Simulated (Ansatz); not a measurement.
Breaking a bond: Si(H)3(NiPr2), C6H17NSi, SMILES CC(C)N([SiH3])C(C)C. The N1–Si22 bond (N1 also carries C, C; Si22 carries H, H, H) is stretched with both fragments frozen at the PBE0/def2-SVP optimised geometry.

Methods: UKS-PBE0 = Ansatz (a first-principles code) with unrestricted PBE0/def2-SVP; RKS-PBE0 = Ansatz with restricted PBE0/def2-SVP; UKS-BLYP = unrestricted BLYP/def2-SVP run with Ansatz; RKS-BLYP = restricted BLYP/def2-SVP (Ansatz); UKS-PBE = unrestricted PBE/def2-SVP in Ansatz; RKS-PBE = Ansatz with restricted PBE/def2-SVP.

Scanned distances (Å): 1.44, 1.54, 1.62, 1.68, 1.74, 1.79, 1.88, 1.95, 2.08, 2.30, 2.54, 2.84, 3.19, 3.64, 4.30, 5.07.

Problem. Where does the unrestricted solution first break spin symmetry (<S²> of 0.01 or more)?

Solution. UKS-PBE0: between 2.54 and 2.84 Å; UKS-BLYP: between 2.54 and 2.84 Å; UKS-PBE: between 2.54 and 2.84 Å.

```
R / Å  <S²> UKS-PBE0  E(RKS-PBE0) − E(UKS-PBE0) / kJ/mol  <S²> UKS-BLYP  E(RKS-BLYP) − E(UKS-BLYP) / kJ/mol  <S²> UKS-PBE  E(RKS-PBE) − E(UKS-PBE) / kJ/mol
-----  -------------  ----------------------------------  -------------  ----------------------------------  ------------  --------------------------------
1.44            0.00                                 0.0           0.00                                 0.0          0.00                               0.0
1.54            0.00                                 0.0           0.00                                 0.0          0.00                               0.0
1.62            0.00                                 0.0           0.00                                 0.0          0.00                               0.0
1.68            0.00                                 0.0           0.00                                 0.0          0.00                               0.0
1.74            0.00                                 0.0           0.00                                 0.0          0.00                               0.0
1.79            0.00                                 0.0           0.00                                 0.0          0.00                               0.0
1.88            0.00                                 0.0           0.00                                 0.0          0.00                               0.0
1.95            0.00                                 0.0           0.00                                 0.0          0.00                               0.0
2.08            0.00                                 0.0           0.00                                 0.0          0.00                               0.0
2.30            0.00                                 0.0           0.00                                 0.0          0.00                               0.0
2.54            0.00                                 0.0           0.00                                 0.0          0.00                               0.0
2.84            0.78                                20.1           0.46                                 8.5          0.48                               9.4
3.19            1.00                                98.9           0.92                                44.0          0.95                              49.2
3.64            1.00                               149.7           1.00                                72.5          1.00                              79.1
4.30            1.01                               175.0           1.00                                83.2          1.00                              90.4
5.07            1.01                               187.0           1.00                                86.3          1.00                              93.8
```
